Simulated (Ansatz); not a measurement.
Cartesian coordinates in Å:
```
C 0.665 -2.339 0.231
N 0.064 -1.397 -0.314
Al -0.732 -0.006 -0.997
Si -0.275 2.070 0.223
Br 1.098 1.608 1.936
H 1.687 -2.630 -0.054
H 0.211 -2.942 1.031
H -1.637 -0.187 -2.280
H 0.404 3.116 -0.590
H -1.485 2.707 0.814
```

Charge 0, multiplicity 1.

(1) List the ωB97M-V/def2-TZVPP orbital energies in eV (Ansatz). (An estimate is asked.)

Results:

(1) Ansatz gave: Occupied: -13156.39, -1807.53, -1708.72, -1536.92, -1536.87, -1536.87, -1532.16, -394.49, -283.23, -241.57, -181.25, -181.07, -181.06, -148.56, -116.78, -102.72, -102.64, -102.62, -76.42, -76.29, -76.25, -74.63, -74.57, -74.57, -74.42, -74.42, -27.85, -24.11, -19.90, -17.44, -16.09, -15.74, -12.75, -12.60, -12.41, -12.18, -11.01, -10.35, -9.38, -9.27. Lowest empty: 0.25, 0.87, 1.11, 1.86, 2.90, 3.19, 3.35, 3.54.
